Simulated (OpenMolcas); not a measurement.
# 3s² 3p² along the 14-electron sequence

```
Program             : OpenMolcas 26.06
Method              : SS-CASPT2, IPEA 0.25 Eh, imaginary shift 0.1 Eh
Basis               : ANO-RCC-VTZP
Scalar Hamiltonian  : DKH2, point nucleus
Spin-orbit coupling : RASSI with atomic mean-field integrals over the reference wave functions, term energies averaged over their components
```

Active space for each ion: 4 electrons in 4 orbitals (3s 3p); closed shells correlated by CASPT2: 2s 2p.

Computed levels in cm-1 above ³P₀:

| Level | P+ | S2+ | Cl3+ | Ar4+ |
| --- | --- | --- | --- | --- |
| ³P₁ | 144 | 266 | 450 | 696 |
| ³P₂ | 413 | 746 | 1235 | 1866 |
| ¹D₂ | 8550 | 11030 | 13510 | 16050 |
| ¹S₀ | 20120 | 25800 | 31210 | 36630 |
| weight of ³P in the lowest level (%) | 100 | 100 | 100 | 100 |

Measured, with the error of the calculation in %. Measured levels: P+ from NIST Handbook of Basic Atomic Spectroscopic Data; S2+ from NIST levels in Podobedova, Kelleher and Wiese, J. Phys. Chem. Ref. Data 38, 171 (2009); Cl3+ from Moore, Atomic Energy Levels, vol. I, NSRDS-NBS 35 (1971 reprint of NBS Circular 467, 1949); Ar4+ from Saloman, J. Phys. Chem. Ref. Data 39, 033101 (2010).

| Level | P+ | S2+ | Cl3+ | Ar4+ |
| --- | --- | --- | --- | --- |
| ³P₁ | 165 (-12.4) | 299 (-11.1) | 491 (-8.4) | 763 (-8.8) |
| ³P₂ | 469 (-11.9) | 833 (-10.4) | 1341 (-7.9) | 2029 (-8.0) |
| ¹D₂ | 8882 (-3.8) | 11323 (-2.6) | 13766 (-1.8) | 16299 (-1.5) |
| ¹S₀ | 21576 (-6.8) | 27161 (-5.0) | 32550 (-4.1) | 37912 (-3.4) |

The fine-structure level ³P₂ changes by a factor of 4.52 from P+ to Ar4+. Its fourth root runs 4.51, 5.23, 5.93, 6.57, with steps per unit of Z of 0.72, 0.70, 0.64; equal steps would mean a (Z - σ)^4 law with constant σ.

¹D₂ changes by a factor of 1.88 over the same range, with steps per unit of Z of +2480, +2480, +2540 cm-1.

Term energies are means over components that CASPT2 splits; among the terms shown or strongly mixed into the levels shown the widest spread is 19 cm-1 (3s² 3p² ¹D, Ar4+). Over all roots computed the reference weight is 0.85 to 0.99 in P+, 0.85 to 0.99 in S2+, 0.86 to 0.99 in Cl3+, 0.87 to 0.99 in Ar4+; the roots of lowest weight are the least certain, and an intruder state may touch them. Computed and measured levels are paired by configuration, term and J; levels that our copy of the source lacks, or whose pairing is in doubt (as where it misses far off the trend of its configuration), stay unpaired and out of the deviations. Only configurations of the active space appear.
